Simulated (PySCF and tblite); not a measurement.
Values are calculated unless marked as measured or tabulated.
System: C₇H₇NO, numbered as in [H]/[N:1]=[CH:2]\[c:3]1[cH:4][cH:5][cH:6][cH:7][c:8]1[OH:9].

Motion: rotation about the C3–C2 bond (torsion C4–C3–C2–N1 from -180° to 0°, rising). GFN2-xTB gives an electronic barrier of 4.1 kcal/mol and a reaction energy of 0.1 kcal/mol.

(1) What does CAM-B3LYP/pcSseg-1 + D3(BJ) give on GFN2-xTB geometries?

Programs: tblite and PySCF.

Results:

(1) A barrier of 5.6 kcal/mol, 1.5 above the tight-binding barrier (from unrounded values), a reaction energy of 1.1 kcal/mol and, with GFN2-xTB thermal terms, ΔG‡(298 K) = 5.3 kcal/mol and k = 1.6×10⁹ s⁻¹ (2 equivalent paths).
